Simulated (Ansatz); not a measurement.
```yaml
crystal:
  periodic: [false, false, false]
  atoms:
    - {symbol: N, position_ang: [-1.362491, -0.745771, 1.380079]}
    - {symbol: C, position_ang: [-0.089339, -0.824654, 0.685455]}
    - {symbol: C, position_ang: [0.379118, 0.474069, 0.086390]}
    - {symbol: O, position_ang: [-0.509164, 0.967991, -0.990926]}
    - {symbol: Si, position_ang: [1.010434, 0.674788, -1.599584]}
    - {symbol: H, position_ang: [-2.059959, -0.362517, 0.751951]}
    - {symbol: H, position_ang: [-1.297147, -0.107436, 2.164578]}
    - {symbol: H, position_ang: [-0.179628, -1.580838, -0.100877]}
    - {symbol: H, position_ang: [0.674837, -1.186578, 1.380926]}
    - {symbol: H, position_ang: [0.566887, 1.259865, 0.821732]}
    - {symbol: H, position_ang: [1.148724, -0.477901, -2.516861]}
    - {symbol: H, position_ang: [1.794724, 1.853680, -2.028960]}
basis:
  gaussian: {orbitals: "6-311G**"}
hamiltonian: {xc: {name: revPBE0}}
accuracy: high
output: {forces: true}
```

```sh
$ ansatz run in.yaml --threads 4 --pin off --events-out ev --progress --plain --max-ram 10444MiB
```

Task: How does Ansatz answer? (Estimate.)

Result: Computed: The input was rejected before any iteration.
```
Error: <dir> can't be read: No such file or directory (os error 2)
```
